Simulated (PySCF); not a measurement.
B2HO2, SMILES O=BB=[OH+], charge +1.

Geometry optimised at ωB97X-D3(BJ)/def2-TZVP. The isomer is the one that the SMILES or the coordinates give; other isomers of the formula were not compared. The values are those of a single conformer.

Two levels are set side by side: PBE/def2-TZVPD (PySCF) and M06-2X/def2-TZVPD (PySCF). Same geometry, gas phase. Differences are taken from unrounded values.

```json
[
 {"quantity": "orbital gap (eV)", "PBE": "4.81"},
 {"quantity": "highest occupied level (eV)", "PBE": "-14.75"},
 {"quantity": "lowest empty level (eV)", "PBE": "-9.95"},
 {"quantity": "mean polarisability (bohr³)", "PBE": "28.8"}
]
```

Task: These are the PBE values. What does M06-2X give? (An estimate is asked for; the answer gives what the named calculation found.)

Result: 
```json
[
 {"quantity": "orbital gap (eV)", "M06-2X": "9.64", "PBE minus M06-2X": "-4.83"},
 {"quantity": "highest occupied level (eV)", "M06-2X": "-17.62", "PBE minus M06-2X": "2.86"},
 {"quantity": "lowest empty level (eV)", "M06-2X": "-7.98", "PBE minus M06-2X": "-1.97"},
 {"quantity": "mean polarisability (bohr³)", "M06-2X": "26.6", "PBE minus M06-2X": "2.2"}
]
```

PBE's occupied levels lie high since its potential decays too fast outside the molecule; exact exchange lowers them and widens the gap. Loosely held outer electrons make PBE densities more polarisable. Differences between two approximate levels are no errors against the true value.

Rough cost on one machine, each run with all the roots and properties that it gave: M06-2X against PBE about 4 times.
